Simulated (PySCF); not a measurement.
Gas-phase reaction: 3 GeH2F2 ⇌ 2 GeH3F + GeF4

Method: PySCF energies (xtb for GFN2) plus ideal-gas RRHO corrections (1 bar). † marks an energy on the PBE0/def2-TZVP geometry and frequencies; other levels use their own. CCSD(T) freezes the core. 6-31G* has spherical d functions here. All species are closed-shell singlets. B3LYP is the form with VWN-RPA correlation. Ge: all electrons, no relativistic terms. GeH2F2: computed as isolated molecules; such fragments, hydroxides, amides, oligomers or adducts are transient or little studied in the gas. CCSD(T) isn't extrapolated to the basis-set limit; its ΔH°(298 K) is 20.6 kJ in def2-SVP and 18.8 kJ in def2-TZVPP. The harmonic model lacks anharmonicity and excited electronic states, which grow with temperature; levels with a mode under 35 cm⁻¹ are left out.

```tsv
level	ΔE electronic, kJ	ΔH°(298 K), kJ	ΔS°(298 K), J/K	ΔG°(600 K), kJ
B3LYP/6-31G*	28	27	-24	41
CCSD(T)/def2-SVP†	22	21	-25	35
GFN2-xTB	118	121	-23	135
PBE0/def2-QZVP†	28	27	-25	41
PBE0/def2-SVP†	32	30	-25	45
PBE0/def2-TZVP	28	26	-25	41
LDA/def2-TZVP†	30	29	-25	43
ωB97M-V/def2-TZVP†	28	27	-25	42
```
ΔH° is lowest at CCSD(T)/def2-SVP† and highest at GFN2-xTB. No reference value is set beside these.
